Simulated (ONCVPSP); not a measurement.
Scattering properties, ONCV potential for Ti

titanium, optimised norm-conserving Vanderbilt (ONCV), made with ONCVPSP 4.0.1 (Wu-Cohen, fully relativistic). Core [Ne], reference 3s2 3p6 3d2 4s1.5 4p0.5. Waves: 3s+4s: rc 2.00 bohr, ncon 5, nbas 8, qcut 5.6 1/bohr, 2 projectors; 3p+4p: rc 2.15 bohr, ncon 3, nbas 7, qcut 7.3 1/bohr, 2 projectors; 3d: rc 1.95 bohr, ncon 5, nbas 10, qcut 7.4 1/bohr, 2 projectors, debl 2.2 Ha. Local part: polynomial inside 1.25 bohr (lpopt 2, dvloc0 0 Ha). Core correction: Teter function fitted to the true core (icmod 2), fcfact 0.55.

Open shells are filled in proportion to 2j + 1.

The phase is arctan(r·R′/R) of the radial function R(r), unwrapped; energies in Ha, scanned from -4 to 5 Ha. A pole is an energy at which the radial function vanishes at the test radius. The pseudo phase is shifted by a multiple of π to meet the all-electron one at the reference energy, and phase errors are pseudo minus all-electron; the curves can meet again beyond the range given. Levels narrower than the energy grid can be missing from the lists of poles.

```
channel  radius (bohr)  reference energy (Ha)  poles, all-electron  poles, pseudo  unbroken range about the reference energy with phases within 0.05 rad  phase error 1 Ha above the reference energy (rad)
      s           2.03                  -0.18          -2.21, 3.10    -2.21, 3.22                                                              below 4.9                                             +0.003
   p3/2           2.19                  -0.06          -1.33, 2.90    -1.33, 2.91                                                        the whole range                                             +0.000
   p1/2           2.19                  -0.07          -1.36, 2.87    -1.36, 2.88                                                        the whole range                                             +0.001
   d5/2           1.97                  -0.18           0.23, 4.50     0.23, 4.58                                                        the whole range                                             +0.001
   d3/2           1.97                  -0.18           0.23, 4.50     0.23, 4.58                                                        the whole range                                             +0.001
```

Phases in the d5/2 channel:

```tsv
E (Ha)	all-electron	pseudo
-3.98	1.350	1.350
-3.50	1.331	1.331
-3.02	1.307	1.308
-2.54	1.275	1.275
-2.06	1.227	1.227
-1.58	1.147	1.147
-1.10	0.977	0.978
-0.62	0.351	0.352
-0.14	-1.187	-1.187
0.34	-1.636	-1.635
0.82	-1.888	-1.887
1.30	-2.310	-2.309
1.78	-3.430	-3.430
2.26	-4.194	-4.194
2.74	-4.442	-4.441
3.22	-4.558	-4.556
3.70	-4.629	-4.626
4.18	-4.682	-4.677
4.66	-4.727	-4.719
```
